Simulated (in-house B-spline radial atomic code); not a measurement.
# The indium ion In⁺: [Ar] (3d3/2)4 (3d5/2)5 4s2 4p6 4d10 5s2 5p1 (with a hole in an inner shell)

Level of theory: Dirac-Hartree-Fock, average of the jj configuration, Fermi nucleus of rms radius 4.6156 fm; calculated with a radial B-spline atomic code at the basis-set limit.

Effective charges: Z_r = [3n² - l(l+1)]/(2<r>) from the radius, Z_e = n√(-2ε) from the energy, and Slater's rules. Values are occupation-weighted means over j. An effective charge above Z reflects the relativistic contraction of the inner shells.

```json
{"shell": "1s", "electrons": "2", "ε (eV)": "-28153", "<r> (bohr)": "0.02971", "Z_r": "50.49", "Z_e": "45.49", "Slater": "48.70"}
{"shell": "2s", "electrons": "2", "ε (eV)": "-4348.4", "<r> (bohr)": "0.1279", "Z_r": "46.92", "Z_e": "35.75", "Slater": "44.85"}
{"shell": "2p", "electrons": "6", "ε (eV)": "-3904.9", "<r> (bohr)": "0.112", "Z_r": "44.65", "Z_e": "33.88", "Slater": "44.85"}
{"shell": "3s", "electrons": "2", "ε (eV)": "-891.82", "<r> (bohr)": "0.3443", "Z_r": "39.21", "Z_e": "24.29", "Slater": "37.75"}
{"shell": "3p", "electrons": "6", "ε (eV)": "-741.77", "<r> (bohr)": "0.3426", "Z_r": "36.48", "Z_e": "22.15", "Slater": "37.75"}
{"shell": "3d", "electrons": "9", "ε (eV)": "-512.95", "<r> (bohr)": "0.3207", "Z_r": "32.74", "Z_e": "18.42", "Slater": "28.20"}
{"shell": "4s", "electrons": "2", "ε (eV)": "-164.42", "<r> (bohr)": "0.8347", "Z_r": "28.75", "Z_e": "13.91", "Slater": "22.10"}
{"shell": "4p", "electrons": "6", "ε (eV)": "-116.34", "<r> (bohr)": "0.9014", "Z_r": "25.52", "Z_e": "11.70", "Slater": "22.10"}
{"shell": "4d", "electrons": "10", "ε (eV)": "-43.946", "<r> (bohr)": "1.091", "Z_r": "19.24", "Z_e": "7.19", "Slater": "10.85"}
{"shell": "5s", "electrons": "2", "ε (eV)": "-20.556", "<r> (bohr)": "2.409", "Z_r": "15.57", "Z_e": "6.15", "Slater": "6.00"}
{"shell": "5p", "electrons": "1", "ε (eV)": "-13.746", "<r> (bohr)": "2.968", "Z_r": "12.30", "Z_e": "5.03", "Slater": "6.00"}
```

The least bound orbital is 5p3/2 at -13.58 eV, and it is also the most diffuse (<r> = 2.998 bohr). The part-filled 3d shell lies below the filled 5s shell in orbital energy.

For the 1s electron the small component carries 3.23 % of the norm, the zero-frequency Breit interaction raises the level by 63.56 eV, self-energy by 35.78 eV, and vacuum polarisation lowers it by 4.636 eV.
